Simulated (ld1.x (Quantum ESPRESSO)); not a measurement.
## Reading a pseudo-wave (C)

Columns: radius, all-electron u(r) and pseudo u(r) of the 2s shell (level -13.87 eV) of carbon in the configuration [He] 2s1.75 2p2.25; PBE, scalar-relativistic, PAW scheme, ld1.x (Quantum ESPRESSO) 7.5.

```json
{"r (bohr)": "0.078", "all-electron": "0.2997", "pseudo": "-0.0872"}
{"r (bohr)": "0.155", "all-electron": "0.3473", "pseudo": "-0.1722"}
{"r (bohr)": "0.232", "all-electron": "0.2701", "pseudo": "-0.2550"}
{"r (bohr)": "0.310", "all-electron": "0.1334", "pseudo": "-0.3356"}
{"r (bohr)": "0.388", "all-electron": "-0.0233", "pseudo": "-0.4121"}
{"r (bohr)": "0.465", "all-electron": "-0.1765", "pseudo": "-0.4826"}
{"r (bohr)": "0.542", "all-electron": "-0.3174", "pseudo": "-0.5475"}
{"r (bohr)": "0.620", "all-electron": "-0.4424", "pseudo": "-0.6069"}
{"r (bohr)": "0.698", "all-electron": "-0.5480", "pseudo": "-0.6595"}
{"r (bohr)": "0.775", "all-electron": "-0.6333", "pseudo": "-0.7045"}
{"r (bohr)": "0.852", "all-electron": "-0.7004", "pseudo": "-0.7422"}
{"r (bohr)": "0.930", "all-electron": "-0.7512", "pseudo": "-0.7730"}
{"r (bohr)": "1.008", "all-electron": "-0.7867", "pseudo": "-0.7963"}
{"r (bohr)": "1.085", "all-electron": "-0.8086", "pseudo": "-0.8118"}
{"r (bohr)": "1.162", "all-electron": "-0.8193", "pseudo": "-0.8199"}
{"r (bohr)": "1.240", "all-electron": "-0.8207", "pseudo": "-0.8207"}
{"r (bohr)": "1.318", "all-electron": "-0.8141", "pseudo": "-0.8141"}
{"r (bohr)": "1.395", "all-electron": "-0.8012", "pseudo": "-0.8012"}
{"r (bohr)": "1.472", "all-electron": "-0.7834", "pseudo": "-0.7834"}
{"r (bohr)": "1.550", "all-electron": "-0.7613", "pseudo": "-0.7613"}
{"r (bohr)": "1.628", "all-electron": "-0.7363", "pseudo": "-0.7363"}
{"r (bohr)": "1.705", "all-electron": "-0.7094", "pseudo": "-0.7094"}
{"r (bohr)": "1.782", "all-electron": "-0.6810", "pseudo": "-0.6810"}
{"r (bohr)": "1.860", "all-electron": "-0.6513", "pseudo": "-0.6513"}
{"r (bohr)": "1.938", "all-electron": "-0.6211", "pseudo": "-0.6211"}
{"r (bohr)": "2.015", "all-electron": "-0.5912", "pseudo": "-0.5912"}
```

(1) How many radial nodes do the two functions have?

(2) At about which radius was the pseudo-wave matched?

(3) Where does each function peak?

(4) Is the pseudo-wave norm-conserving?

## Answers

(1) The all-electron 2s function has n − l − 1 = 1; the pseudo-wave has 0, since the states of the same l below it are removed with the core.

(2) 1.25 bohr, where the columns begin to agree (steps of 0.08 bohr).

(3) Outermost all-electron maximum near 1.24 bohr, pseudo maximum near 1.24 bohr (to the table’s step).

(4) No, it belongs to a PAW set: the norm inside the radius is not constrained, and the difference is carried by the augmentation charge.
